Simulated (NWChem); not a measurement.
Species: C$_{3}$H$_{7}$FOSi; SMILES O(C)[Si@H](C=C)F

```xyz
13

C      0.5821    -2.6637     0.2656
C      0.4914    -1.6167    -0.5649
Si    -0.3156    -0.0444    -0.0196
F     -1.7078     0.1886    -0.8133
O      0.7077     1.2047    -0.3436
C      0.4972     2.5383     0.1050
H      0.1915    -2.6268     1.2819
H      1.0499    -3.6037    -0.0229
H      0.9007    -1.7070    -1.5716
H     -0.6558    -0.0952     1.4269
H      0.1555     2.5654     1.1491
H      1.4483     3.0740     0.0356
H     -0.2427     3.0497    -0.5224
```
Atoms are numbered in this order, from 1.

Level: B3LYP/6-31G* (spherical d) (NWChem), optimised geometry, unscaled harmonic frequencies. 

```tsv
frequency (cm⁻¹)	IR intensity (km/mol)
61	3.3
89	1.8
104	0.2
139	3.9
211	3.6
250	7.0
318	9.5
398	18.2
546	14.4
717	43.2
780	17.3
859	4.2
871	274.0
948	235.7
1003	41.9
1033	18.6
1049	14.9
1135	312.5
1191	0.4
1224	75.2
1303	6.3
1467	23.4
1514	7.9
1528	2.9
1535	4.6
1682	14.5
2261	140.6
3026	63.0
3091	44.1
3129	34.6
3141	15.9
3155	2.5
3217	16.7
```

```json
{
 "zero_point_energy": "61.4 kcal/mol",
 "thermal correction to the enthalpy at 298.15 K (with zero-point energy)": "67.2 kcal/mol",
 "heat capacity Cv": "26.8 cal/(mol K)",
 "entropy at 298.15 K and 1 atm (symmetry number 1)": "89.8 cal/(mol K)",
 "dipole_moment": "1.32 D"
}
```

Rigid rotor and harmonic oscillator; modes under 100 cm⁻¹ make the entropy uncertain.
